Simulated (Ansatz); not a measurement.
A structure drawn as `[SiH3]O[SiH2]O[SiH3]`, with this starting geometry:

```xyz
13

Si    1.1083   -2.4027    0.6320
O    -0.1893   -1.6902    0.0646
Si   -0.9259   -0.2392    0.2127
O    -0.1424    0.9644   -0.6257
Si   -0.2398    2.5765   -0.8957
H     1.2483   -3.8235    0.0707
H     1.0850   -2.5098    2.0938
H     2.3585   -1.6759    0.1878
H    -1.1353    0.0700    1.6276
H    -2.3185   -0.3546   -0.4099
H     0.9351    3.0067   -1.6333
H    -1.4885    2.7847   -1.7142
H    -0.2955    3.2935    0.3896
```

Total charge 0; spin multiplicity 1.

**Question.** Relax it with Ansatz at PBE-D4/def2-SVP and then PBE0-D4/def2-TZVP. Is the drawn bonding still there?

**Answer.** Yes, every drawn bond is still there and no new one forms.

**Question.** Give the relaxed structure. (Best estimate.)

**Answer.** Computed: 
Z-matrix (Å, degrees):
```
Si
O 1 1.637
H 1 1.485 2 109.9
H 1 1.483 2 108.3 3 -119.7
H 1 1.487 2 110.2 3 120.4
Si 2 1.627 1 145.9 3 -78.5
O 6 1.627 2 110.9 1 61.3
H 6 1.480 2 107.2 1 -178.8
H 6 1.480 2 109.8 1 -56.9
Si 7 1.637 6 145.8 2 60.6
H 10 1.483 7 108.3 6 162.1
H 10 1.485 7 109.9 6 -78.2
H 10 1.487 7 110.3 6 42.1
```
All modes are real.

Atoms count as bonded under 1.1 times the sum of their covalent radii (H–H under 0.85 Å, pairs among N, O and F under 1.55 Å), and a drawn bond as lost past 1.3 times.
